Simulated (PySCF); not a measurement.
**Ionisation energy of I⁺ by level of theory**

I⁺ [Kr] 4d10 5s2 5p4 (3P) → I²⁺ [Kr] 4d10 5s2 5p3 (4S), as a difference of total energies. All numbers are calculated (PySCF 2.14, scalar relativity through the core potential, in def2-TZVP with the def2 core potential (28 electrons) (6s5p3d2f, 50 functions)). Correlated levels: valence: 4s2 4p6 4d10 frozen. The calculations carry no spin-orbit coupling.

Task: Order these methods by the ionisation energy they give, lowest first.
A. MP2 (valence)
B. PBE
C. UHF
D. SCS-MP2 (valence)

Result: C (17.688 eV), A (18.285 eV), D (18.344 eV), B (18.728 eV).

Errors of the correlated levels include the incompleteness of this basis and the frozen core.

For comparison: 18.750 eV (measured; NIST levels, between the centres of gravity of the two terms).
